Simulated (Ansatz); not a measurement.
Two shapes of singlet B3N3H6.

Shape 1:

```xyz
12

B     1.4299    0.0000    0.0000
N     0.7150    1.2383    0.0000
B    -0.7149    1.2384    0.0001
N    -1.4299    0.0000    0.0000
B    -0.7149   -1.2385   -0.0001
N     0.7150   -1.2384    0.0001
H     2.6299    0.0000    0.0000
H     1.2224    2.1174   -0.0001
H    -1.3151    2.2776    0.0000
H    -2.4451    0.0001    0.0001
H    -1.3151   -2.2776    0.0000
H     1.2224   -2.1174   -0.0001
```

Shape 2:

```xyz
12

B     1.4245   -0.0095   -0.0488
N     0.7145    1.1916    0.0174
B    -0.7511    1.2254    0.0320
N    -1.4179    0.0053   -0.0482
B    -0.7305   -1.2658    0.0389
N     0.7163   -1.2174   -0.0453
H     2.6675   -0.0299    0.0142
H     1.1949    2.0905    0.0319
H    -1.2869    2.2457   -0.0262
H    -2.4855   -0.0153   -0.0250
H    -1.2827   -2.2616   -0.0346
H     1.2215   -2.0785   -0.0313
```

Basis set: cc-pVDZ (spherical functions). Correlated methods keep 6 orbitals frozen. Charge 0, multiplicity 1.

Computed with Ansatz (development build ahead of 0.2.0); each method stands on the lowest determinant of its kind that the runs found.

Question: Which shape is lower in energy, and by how much in each method?

Answer:

| method | E(2) − E(1) (eV) |
| --- | --- |
| RHF | 0.337 |
| RHF-MP2 | 0.308 |

Shape 1 is lower.
